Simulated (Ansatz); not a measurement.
Input for Ansatz (an electronic-structure program): R-r2SCAN/def2-TZVPP on BH3O (SMILES BO), atoms moved off the minimum.

Ansatz 0.2 input:
```yaml
crystal:
  periodic: [false, false, false]
  atoms:
    - {symbol: B, position_ang: [-0.52230240, -0.46802721, 0.07948199]}
    - {symbol: H, position_ang: [-0.31799718, -1.41855612, 0.94803582]}
    - {symbol: H, position_ang: [-1.26477381, -0.65365463, -0.80013610]}
    - {symbol: O, position_ang: [0.44569087, 0.45048164, 0.04733018]}
    - {symbol: H, position_ang: [0.29725821, 1.03575204, -0.69004216]}
basis:
  gaussian:
    orbitals: def2-TZVPP
hamiltonian:
  xc: {name: r2SCAN}
scf: {lower_state_search: off}
output: {forces: true}
```

**Question.** Give the final energy of this run.

**Answer.** -101.8812 hartree.
